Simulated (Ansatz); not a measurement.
Ansatz (a first-principles code) input (CCSD(T)/aug-cc-pVDZ):

Ansatz 0.2 input:
```yaml
crystal:
  periodic: [false, false, false]
  atoms:
    - {symbol: C, position_ang: [2.38247503, -0.06325618, 0.11311145]}
    - {symbol: C, position_ang: [0.93602872, -0.50222418, -0.09280003]}
    - {symbol: C, position_ang: [-0.01936839, 0.67719232, -0.26102769]}
    - {symbol: C, position_ang: [-1.46261568, 0.26880646, -0.44748732]}
    - {symbol: F, position_ang: [-1.93307620, -0.39015920, 0.69640521]}
    - {symbol: H, position_ang: [2.74240086, 0.52420972, -0.73531032]}
    - {symbol: H, position_ang: [2.48089684, 0.55544119, 1.00826399]}
    - {symbol: H, position_ang: [3.04587595, -0.92195772, 0.22859101]}
    - {symbol: H, position_ang: [0.60808331, -1.10714121, 0.75547913]}
    - {symbol: H, position_ang: [0.86825986, -1.14628614, -0.97583005]}
    - {symbol: H, position_ang: [0.04889596, 1.34168610, 0.60592127]}
    - {symbol: H, position_ang: [0.27209849, 1.27219549, -1.13418751]}
    - {symbol: H, position_ang: [-2.10897657, 1.13467914, -0.60633206]}
    - {symbol: H, position_ang: [-1.57896704, -0.42450423, -1.28502081]}
basis:
  gaussian:
    orbitals: aug-cc-pVDZ
magnetization: {spin_polarized: false}
correlation: {method: ccsd_t, electrons: outside_noble_gas}
```

End of the output:

```
mean field -6971.04714432 eV, -256.1812574085 hartree, gradient 7.4e-7 eV, S^2 0.000000; 0 other end points of the search recorded, 0 dependent functions left out
5 core orbitals not correlated
reference -6971.04714432 eV, -256.1812574085 hartree; 16, 16 occupied and 175, 175 virtual orbitals, 1916 factors
second order -21.84835755 eV of doubles, -0.00000000 eV of singles
coupled cluster: 5.34 GiB planned
cycle   1  -22.78294190 eV  change   -9.3e-1 eV  update   1.0e-1
cycle   2  -23.32119813 eV  change   -5.4e-1 eV  update   2.8e-2
cycle   3  -23.44643785 eV  change   -1.3e-1 eV  update   1.4e-2
cycle   4  -23.44666280 eV  change   -2.2e-4 eV  update   2.7e-3
cycle   5  -23.44616644 eV  change    5.0e-4 eV  update   1.0e-3
cycle   6  -23.44650115 eV  change   -3.3e-4 eV  update   2.6e-4
cycle   7  -23.44652843 eV  change   -2.7e-5 eV  update   9.8e-5
cycle   8  -23.44651075 eV  change    1.8e-5 eV  update   3.0e-5
perturbative correction -0.70875288 eV, -0.0260461879 hartree
Total energy: -6995.20240795 eV, -257.0689469737 hartree
```
